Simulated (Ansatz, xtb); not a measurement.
# Two isomers of C3H5ClGeN2

We compare I, `Clc1c[n]([GeH3])cn1`, a singlet, with II, `Clc1cnc[n]1[GeH3]`, a singlet. Both are isolated molecules in the gas phase, relaxed with B3LYP/def2-SVP.

Quicker runs give these differences E(II) − E(I): GFN2-xTB −19.07 kJ/mol; HF/STO-3G +15.00 kJ/mol (at GFN2-xTB geometries); r2SCAN-D4/def2-SVP +8.50 kJ/mol (at GFN2-xTB geometries).

**Question.** Which of the two would you expect CCSD(T)/def2-SVP + ΔMP2/def2-TZVPP electronic energies to favour?

**Answer.** CCSD(T)/def2-SVP + ΔMP2/def2-TZVPP gives E(II) − E(I) = +1.33 kJ/mol, slightly favouring structure I, which is too small a margin to settle the true order.

The same difference at several levels:

| level | geometry | E(II) − E(I) (kJ/mol) | departure from the last row (kJ/mol) | job, with rough time for the two |
| --- | --- | --- | --- | --- |
| GFN2-xTB | GFN2-xTB | −19.07 | −20.40 | optimisation, 1.1 s |
| HF/STO-3G | GFN2-xTB | +15.00 | +13.67 | single point, 4 s |
| r2SCAN-D4/def2-SVP | GFN2-xTB | +8.50 | +7.17 | single point, 17 s |
| B3LYP/def2-SVP | B3LYP/def2-SVP | +2.36 | +1.03 | optimisation, 4.6 min |
| HF/def2-SVP | B3LYP/def2-SVP | +1.87 | +0.54 | part of the CCSD(T) run |
| MP2/def2-SVP | B3LYP/def2-SVP | −0.17 | −1.50 | part of the CCSD(T) run |
| CCSD(T)/def2-SVP | B3LYP/def2-SVP | −0.69 | −2.02 | single point |
| CCSD(T)/def2-SVP + ΔMP2/def2-TZVPP | B3LYP/def2-SVP | +1.33 |  | single point, 4.8 min |

As drawn, both hold the same kinds of bond in the same numbers.

The largest departure from CCSD(T)/def2-SVP + ΔMP2/def2-TZVPP is that of GFN2-xTB, 20.40 kJ/mol. The last row adds to CCSD(T) the change of the MP2 difference between the two basis sets, here +2.02 kJ/mol.

With thermal terms from frequencies at re-optimised GFN2-xTB minima (ideal gas, soft modes damped towards free rotors, one conformer each, 298.15 K, 1 atm): on the last row, ΔE + ΔZPE = +3.51, ΔH = +2.57, ΔG = +6.06 kJ/mol.

The correlated steps freeze 19 core orbitals; the filled d shell of Ge is correlated, in a basis made for valence electrons. Run with Ansatz 0.2.0, xtb 6.7.1; the last row on 2 threads of Intel(R) Xeon(R) Processor @ 2.50GHz (Skylake/Cascade Lake) on a shared host.
